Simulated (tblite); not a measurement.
Compound: 2-methylcyclopentanone, C6H10O.
SMILES with atom numbers: `[CH3:1][C@H:2]1[CH2:3][CH2:4][CH2:5][C:6]1=[O:7]` (hydrogens: H8, H9, H10 on C1; H11 on C2; H12, H13 on C3; H14, H15 on C4; H16, H17 on C5)

Computed with GFN2-xTB (tblite), gas phase: Langevin dynamics at 300 K from the optimised GFN2-xTB geometry, time step 0.5 fs, friction 0.01 fs⁻¹, 2000 steps.

Start geometry:
```
atom  x, y, z in Å
C1      2.080    0.067   -0.423
C2      0.757    0.124    0.331
C3     -0.270    1.111   -0.226
C4     -1.615    0.546    0.236
C5     -1.440   -0.964    0.098
C6      0.035   -1.215    0.333
O7      0.550   -2.289    0.490
H8      2.698   -0.731   -0.021
H9      1.905   -0.133   -1.479
H10     2.615    1.009   -0.332
H11     0.959    0.358    1.384
H12    -0.104    2.128    0.126
H13    -0.221    1.113   -1.316
H14    -2.449    0.926   -0.351
H15    -1.786    0.806    1.282
H16    -1.666   -1.293   -0.920
H17    -2.056   -1.550    0.778
```

The statistics below take the 31 frames saved every 25 fs from 250 to 1000 fs; their kinetic temperature (all 3N coordinates) averages 295 K.

**Question.** How do the bond lengths spread?

**Answer.** 
| bond | start (Å) | mean (Å) | standard deviation (Å) | shortest (Å) | longest (Å) |
| --- | --- | --- | --- | --- | --- |
| C1–C2 | 1.524 | 1.543 | 0.038 | 1.472 | 1.667 |
| C2–C3 | 1.529 | 1.521 | 0.028 | 1.449 | 1.575 |
| C3–C4 | 1.530 | 1.536 | 0.030 | 1.461 | 1.580 |
| C4–C5 | 1.526 | 1.532 | 0.028 | 1.482 | 1.598 |
| C5–C6 | 1.514 | 1.522 | 0.040 | 1.462 | 1.596 |
| C6=O7 | 1.201 | 1.204 | 0.021 | 1.163 | 1.266 |
| C2–C6 | 1.522 | 1.528 | 0.040 | 1.466 | 1.630 |
| C1–H8 | 1.087 | 1.091 | 0.025 | 1.041 | 1.149 |
| C1–H9 | 1.088 | 1.088 | 0.017 | 1.049 | 1.123 |
| C1–H10 | 1.087 | 1.094 | 0.033 | 1.036 | 1.166 |
| C2–H11 | 1.097 | 1.096 | 0.018 | 1.051 | 1.127 |
| C3–H12 | 1.089 | 1.093 | 0.032 | 1.029 | 1.152 |
| C3–H13 | 1.092 | 1.096 | 0.027 | 1.033 | 1.160 |
| C4–H14 | 1.089 | 1.091 | 0.028 | 1.030 | 1.146 |
| C4–H15 | 1.091 | 1.094 | 0.039 | 1.024 | 1.182 |
| C5–H16 | 1.093 | 1.098 | 0.027 | 1.043 | 1.157 |
| C5–H17 | 1.089 | 1.096 | 0.041 | 1.018 | 1.180 |

**Question.** How far does each atom move about its mean position (frames aligned on the start, all atoms weighted alike), and what rms force does it feel?

**Answer.** 
```tsv
atom	rms displacement (Å)	rms force (eV/Å)
C1	0.10	1.92
C2	0.08	1.68
C3	0.09	2.02
C4	0.09	2.21
C5	0.09	2.09
C6	0.14	2.13
O7	0.28	1.64
H8	0.79	0.86
H9	0.80	0.68
H10	0.73	1.13
H11	0.16	0.81
H12	0.20	1.17
H13	0.17	0.96
H14	0.18	0.95
H15	0.21	1.21
H16	0.24	0.93
H17	0.18	1.36
```

The displacements run from 0.08 to 0.80 Å, the largest at H9.

**Question.** How widely does the potential energy scatter, against a harmonic estimate?

**Answer.** Mean 0.58 eV above the start, standard deviation 0.106 eV, range 0.32 to 0.73 eV. For 45 classical harmonic modes at 300 K the canonical values are 45kT/2 = 0.58 eV and kT·√(45/2) = 0.123 eV.

The run is classical and short, so these are rough statistics of one trajectory.

What follows is the cost of the whole dynamics run. Hardware: an Arm Neoverse V2 with one thread, shared host. Cost: 8.0 s wall, 0.19 GiB resident at most.
